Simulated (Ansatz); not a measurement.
SbH2(SiMe3) (C₃H₁₁SbSi). Total charge 0; triplet. Geometry B3LYP-D4/def2-SVP, that of the neutral singlet; atoms count from 1.

```xyz
16

Sb    2.611    0.019    0.509
H     2.823    1.189   -0.742
H     2.353    1.261    1.679
Si    0.048   -0.122    0.014
C    -0.174   -1.000   -1.647
C    -0.747   -1.147    1.390
C    -0.745    1.591   -0.052
H    -1.247   -1.129   -1.874
H     0.292   -1.998   -1.640
H     0.277   -0.420   -2.468
H    -0.296   -2.151    1.453
H    -0.628   -0.660    2.371
H    -1.828   -1.273    1.204
H    -0.624    2.120    0.907
H    -0.288    2.211   -0.840
H    -1.825    1.509   -0.264
```

In the def2 sets Sb takes a core potential; there is no spin–orbit coupling. At PBE0-D4/def2-TZVP a singlet of charge 0 lies 4.55 eV below the triplet at the same geometry.

Q: Estimate the Mulliken populations from the PBE0/def2-TZVP orbitals of Ansatz.

A: 
```
atom  charge (e)  spin (α − β)
 Sb1       -0.06          1.29
  H2       -0.01          0.02
  H3       -0.02          0.04
 Si4        0.24          0.52
  C5       -0.47          0.01
  C6       -0.47          0.00
  C7       -0.48          0.05
  H8        0.14          0.01
  H9        0.14          0.01
 H10        0.14          0.01
 H11        0.14          0.01
 H12        0.14          0.01
 H13        0.14          0.01
 H14        0.14          0.00
 H15        0.14          0.00
 H16        0.14          0.03
```
Mulliken values depend strongly on the basis.

Q: Where does the spin sit?

A: Summed by element: Sb 1.29, H 0.13, Si 0.52, C 0.06, of 2 unpaired in all. Largest on single atoms: Sb1 1.29, Si4 0.52, C7 0.05.

Q: And the Mayer bond orders between heavy atoms (over 0.3)?

A: Sb1–Si4 0.57 (2.61 Å); Si4–C5 0.99 (1.89 Å); Si4–C6 1.00 (1.89 Å); Si4–C7 0.96 (1.89 Å).
